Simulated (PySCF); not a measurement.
Job file and geometry (Å, from GFN2-xTB) of an NMR shielding run on `CS(=O)(=O)c1ccc(Cl)s1`, C₅H₅ClO₂S₂, GIAO PBE0/pcSseg-1 NMR shielding, non-relativistic, gas phase in PySCF 2.14.0, density-fitted response routines; density fitting, a coarse starting grid and PySCF grid level 2 are the driver's defaults:

```
$ OMP_NUM_THREADS=1 python probes_run.py task.json out

{"job": {"kind": "nmr", "xc": "PBE0", "basis": "pcSseg-1"}, "charge": 0, "multiplicity": 1}
C     -2.331926     0.671292     0.584790
S     -1.487510    -0.147567    -0.793222
O     -1.868206    -1.529789    -0.829077
O     -1.655193     0.644549    -1.976188
C      0.224277    -0.086414    -0.301419
C      1.032068    -1.144191    -0.025988
C      2.336798    -0.755374     0.342748
C      2.485973     0.600076     0.337784
Cl     3.895808     1.468272     0.735148
S      1.029932     1.426003    -0.130535
H     -2.018229     1.706975     0.602999
H     -3.397880     0.599420     0.408233
H     -2.062717     0.154078     1.496383
H      0.688236    -2.159617    -0.094158
H      3.124156    -1.439725     0.597968
```

Q: Write the output of this run.

A: 
```
coarse grid: 15576 points
cycle   1  E = -1599.2362841955  dE =  2.586e+00  |g| = 1.174e+00  |ddm| = 4.363e+00
cycle   2  E = -1598.4873398216  dE =  7.489e-01  |g| = 2.304e+00  |ddm| = 3.664e+00
cycle   3  E = -1599.4850221283  dE = -9.977e-01  |g| = 2.006e-01  |ddm| = 2.809e+00
cycle   4  E = -1599.4910050573  dE = -5.983e-03  |g| = 1.287e-01  |ddm| = 3.175e-01
cycle   5  E = -1599.4946895960  dE = -3.685e-03  |g| = 4.672e-02  |ddm| = 1.556e-01
cycle   6  E = -1599.4952457183  dE = -5.561e-04  |g| = 7.210e-03  |ddm| = 5.130e-02
cycle   7  E = -1599.4952568171  dE = -1.110e-05  |g| = 2.546e-03  |ddm| = 9.720e-03
cycle   8  E = -1599.4952580516  dE = -1.234e-06  |g| = 8.370e-04  |ddm| = 2.959e-03
final grid: 140560 points
cycle   9  E = -1599.5797573556  dE = -2.292e-05  |g| = 1.308e-02  |ddm| = 3.488e-02
cycle  10  E = -1599.5796972965  dE =  6.006e-05  |g| = 2.063e-02  |ddm| = 3.353e-02
cycle  11  E = -1599.5797937148  dE = -9.642e-05  |g| = 2.452e-03  |ddm| = 2.338e-02
cycle  12  E = -1599.5797948881  dE = -1.173e-06  |g| = 5.401e-04  |ddm| = 2.750e-03
cycle  13  E = -1599.5797949379  dE = -4.977e-08  |g| = 2.518e-04  |ddm| = 7.315e-04
cycle  14  E = -1599.5797949512  dE = -1.334e-08  |g| = 3.834e-05  |ddm| = 2.580e-04
cycle  15  E = -1599.5797949515  dE = -3.174e-10  |g| = 1.523e-05  |ddm| = 5.676e-05
converged SCF energy = -1599.5797949515

GIAO shielding tensors (ppm)
atom      isotropic    diamagn.    paramagn.     s11        s22        s33       span
  0 C      134.551     255.751    -121.200    108.463    111.348    183.841     75.378
  1 S      223.614    1050.097    -826.483     60.754    205.087    405.001    344.247
  2 O      130.787     399.284    -268.497     89.548    111.316    191.497    101.949
  3 O       97.067     396.939    -299.872     46.671     73.644    170.885    124.214
  4 C       34.582     274.193    -239.611    -24.650     30.906     97.491    122.141
  5 C       51.906     250.129    -198.224    -21.647     24.460    152.903    174.550
  6 C       55.754     252.119    -196.365    -20.130     48.918    138.475    158.606
  7 C       30.785     262.506    -231.721    -54.287     55.852     90.789    145.075
  8 Cl     727.927    1144.651    -416.724    499.800    724.527    959.455    459.655
  9 S      249.750    1057.577    -807.826     84.005    291.059    374.187    290.182
 10 H       28.874      30.653      -1.780     25.115     28.900     32.606      7.490
 11 H       28.670      26.650       2.020     25.562     26.416     34.032      8.470
 12 H       29.165      31.223      -2.058     26.569     27.686     33.239      6.670
 13 H       24.204      32.593      -8.390     20.637     24.364     27.610      6.973
 14 H       24.683      30.874      -6.191     20.980     24.484     28.585      7.605
```

Q: Turn these shieldings into chemical shifts. Shifts are taken against calculated references (same method and geometry level): ¹³C (σref 186.93), ¹H (σref 31.72) vs TMS; CS2 for ³³S (σref 503.73); H2O for ¹⁷O (σref 336.08); ³⁵Cl (σref 949.78) vs HCl.

A: Averaging equivalent atoms: C 7: 156.1; C 4: 152.3; C 5: 135.0; C 6: 131.2; C 0: 52.4; S 1: 280; S 9: 254; O 2/3: 222.2; Cl 8: 222; H 13: 7.51; H 14: 7.03; H 10/11/12: 2.81 ppm. Experimental scales use liquid or dissolved standards, which lie at an offset from isolated H2O (liquid H2O: subtract about 36 ppm).

Size and cost of the density-fitted run: 216 basis functions, 55 s wall time on 1 thread of an Arm Neoverse V1, shared host; peak memory 0.96 GiB.
